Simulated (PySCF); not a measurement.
## In²²⁺: ionisation energy

In²²⁺ [Ar] 3d9 (2D) → In²³⁺ [Ar] 3d8 (3F), as a difference of total energies. Computed with PySCF 2.14 in an even-tempered Gaussian basis (19 s from 2.2 bohr⁻², ratio 2.5; 13 p from 2.9 bohr⁻², ratio 2.5; 8 d from 2.9 bohr⁻², ratio 2.5; 4 f from 16 bohr⁻², ratio 2.7; 4 g from 23 bohr⁻², ratio 2.7), with the spin-free X2C one-electron Hamiltonian (Gaussian nucleus). Correlated levels: outer shells: [Ne] frozen; virtual orbitals above 40 to 60 times the deepest correlated orbital energy dropped. The calculations carry no spin-orbit coupling.

```
                method  ionisation energy (eV)
                   UHF                  1111.9
                   LDA                  1113.8
                   PBE                  1112.6
                  PBE0                  1113.0
                r2SCAN                  1112.2
    MP2 (outer shells)                  1113.8
SCS-MP2 (outer shells)                  1113.5
```

A first-order spin-orbit estimate (lowest level to lowest level, LS coupling) adds -1.758 eV.

Breit and QED terms and the two-electron picture change are absent.

For comparison: 1109 ± 4 eV (theoretical estimate listed by NIST; NIST Atomic Spectra Database, ionization energies).
